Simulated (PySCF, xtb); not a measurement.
Si(H)2(OMe)(NH2) (CH7NOSi), SMILES CO[SiH2]N. Other conformers were not sampled.

Harmonic wavenumbers (cm⁻¹) from GFN2-xTB run with xtb at its own minimum, in rising order: 91, 94, 144, 166, 281, 520, 533, 631, 740, 755, 798, 836, 926, 1137, 1138, 1156, 1419, 1484, 1491, 1532, 2233, 2260, 2938, 2952, 2984, 3480, 3511.

What does PBE-D3(BJ)/def2-SVP run with PySCF give at its own minimum? (The exact figures need the calculation; the answer reports its results.)

48, 116, 159, 246, 298, 430, 548, 725, 755, 842, 879, 915, 920, 1111, 1136, 1171, 1422, 1423, 1426, 1497, 2151, 2152, 2900, 2963, 3027, 3492, 3586. Paired by order, the mean absolute difference is 45 cm⁻¹ and the zero-point energies are 51.8 and 51.9 kcal/mol.
